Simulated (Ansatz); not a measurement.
Pulling on the Pb1–H2 bond in H3NPb (SMILES [NH2][PbH]) (multiplicity 1 held, fragments rigid). Energies count from the point at 1.865 Å.
Geometry at that point (charge 0, multiplicity 1):
```xyz
5

Pb    -0.057     0.135     0.166
H     -0.745     1.245    -1.165
N      0.564    -1.280    -1.300
H      0.429    -1.174    -2.294
H      1.035    -2.146    -1.082
```

Signs of static correlation in def2-SVP, with CASSCF(2,2), from Ansatz (a first-principles code) runs.

| R (Å) | T1 of restricted CCSD | ⟨S²⟩ of UHF | largest double amplitude of restricted CCSD | weight of the CASSCF reference in MRCISD | CASSCF natural occupations |
|---|---|---|---|---|---|
| 1.492 | 0.026 | 0.000 | 0.061 | 0.911 | 1.98 0.02 |
| 1.678 | 0.026 | 0.000 | 0.060 | 0.911 | 1.97 0.03 |
| 1.865 | 0.027 | 0.000 | 0.061 | 0.912 | 1.96 0.04 |
| 2.051 | 0.027 | 0.000 | 0.064 | 0.912 | 1.95 0.05 |
| 2.238 | 0.029 | 0.000 | 0.106 | 0.912 | 1.93 0.07 |
| 2.517 | 0.032 | 0.315 | 0.178 | 0.912 | 1.88 0.12 |
| 2.797 | 0.039 | 0.644 | 0.249 | 0.912 | 1.82 0.18 |
| 3.263 | 0.058 | 0.885 | (withheld) | 0.912 | 1.65 0.35 |
| 3.729 | 0.085 | 0.967 | 0.579 | 0.912 | 1.45 0.55 |
| 4.289 | (withheld) | 0.999 | 0.813 | 0.912 | 1.25 0.75 |
| 5.035 | 0.139 | 1.009 | 1.034 | 0.912 | 1.10 0.90 |
| 5.967 | 0.148 | 1.011 | 1.154 | 0.912 | 1.03 0.97 |

Some entries are withheld; supply them.


- 3.263, largest double amplitude of restricted CCSD: 0.392
- 4.289, T1 of restricted CCSD: 0.116

Doubts at one or more of the structures used: a restricted determinant that unrestricted orbitals would lower (R-CCSD(T)/def2-SVP); T1 above 0.05 (R-CCSD(T)/def2-SVP, U-CCSD(T)/def2-SVP); other coupled-cluster roots lie near (R-CCSD(T)/def2-SVP); a spin-contaminated determinant (U-CCSD(T)/def2-SVP).
